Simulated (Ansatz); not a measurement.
`CB[BH][GaH2]` + HCl → `Cl[BH][GaH2]` + `BC` at 400 K and 1 bar (cleavage of the B–B bond).

Isolated molecules relaxed with PBE0-D4/def2-TZVP in Ansatz; ΔE leaves out vibrations. CCSD(T)/CBS is the MP2 limit (def2-TZVPP, def2-QZVPP) plus CCSD(T) − MP2 in def2-TZVPP, frozen cores. This one scheme is used for every species. For Ga outer-core shells are correlated without core-valence functions, which leaves a few kJ/mol of doubt a bond. Scalar relativity is left out up to krypton. One conformer a species, not always the lowest.

```
       species  CCSD(T)/CBS energy (Eh)  H − E (kJ/mol)  S (J/(mol·K))
`CB[BH][GaH2]`              -2015.73096           227.2          398.6
           HCl               -460.38127            29.6          195.4
`Cl[BH][GaH2]`              -2410.30850            93.6          337.1
          `BC`                -65.83255           164.9          265.6
```

H − E and S are ideal-gas, rigid-rotor, harmonic terms from PBE0-D4/def2-TZVP, for one conformer and one mirror image of each species. 1 Eh = 2625.50 kJ/mol, R = 8.31446 J/(mol·K).

Question: By hand: ΔE, ΔH, ΔS and ΔG.

Answer: ΔE = (-2410.30850) + (-65.83255) − (-2015.73096) − (-460.38127) = -0.02882 Eh = -75.7 kJ/mol. Δ(H − E) = 93.6 + 164.9 − 227.2 − 29.6 = 1.7, so ΔH = -74.0 kJ/mol. ΔS = 337.1 + 265.6 − 398.6 − 195.4 = 8.7 J/(mol·K). ΔG = -74.0 − 400 × (8.7)/1000 = -77.5 kJ/mol.

Question: By hand: the equilibrium constant, and the temperature at which ΔG would vanish if ΔH and ΔS stayed fixed.

Answer: log₁₀ K = −ΔG/(RT ln 10) = 10.1. ΔH and −TΔS have one sign here, so there is no such temperature.

The number of gas molecules stays the same, so ΔS is small and ΔH decides. A doubt of 5 kJ/mol in ΔE shifts log₁₀ K by 0.7 here. Other conformers and mirror images would add mixing entropy, several J/(mol·K) or more a flexible species. These are equilibria of isolated gas molecules and say nothing of rates. Largest T1 diagnostic: 0.014 (customary marks: 0.02 for closed shells, 0.045 for open ones).

ΔS is within the doubt of such terms, so its sign, and with it that verdict, could turn.
